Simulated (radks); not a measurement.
The numbers below are computed, except where a source is named.
Ga3+, configuration [Ar] 3d10.

Code: a radial shooting solver on a logarithmic mesh with Libxc functionals. Model: Dirac Kohn-Sham, BP86, spin-unpolarised, spherical densities, point nucleus.

Energy parts (eV):
total: -52856.475
kinetic: 53907.667
electron-nucleus: -126583.171
Hartree: 21869.720
exchange-correlation: -2050.691

Orbitals (lengths in bohr, moments of r in powers of bohr; <r^-3> diverges for s and p1/2):
orbital,occ.,eigenvalue (eV),<r^-3>,<r^4>,<r>
1s1/2,2,-10264.24,-,0.00002598,0.04859
2s1/2,2,-1295.658,-,0.005429,0.2176
2p1/2,2,-1150.838,-,0.003841,0.1883
2p3/2,4,-1123.161,861.1,0.004085,0.1918
3s1/2,2,-181.7440,-,0.3904,0.6519
3p1/2,2,-134.9467,-,0.4941,0.6716
3p3/2,4,-131.3209,113.7,0.5262,0.6823
3d3/2,4,-52.8277,12.16,1.476,0.7832
3d5/2,6,-52.3560,11.83,1.516,0.7884

The highest occupied level is 3d5/2 at -52.356 eV. The density falls to 0.001 e/bohr^3 at r = 2.57 bohr. Summed over all electrons, <r^2> = 12.54 bohr^2, which gives a Langevin (diamagnetic) susceptibility term of -9.93 x 10^-6 cm^3/mol.
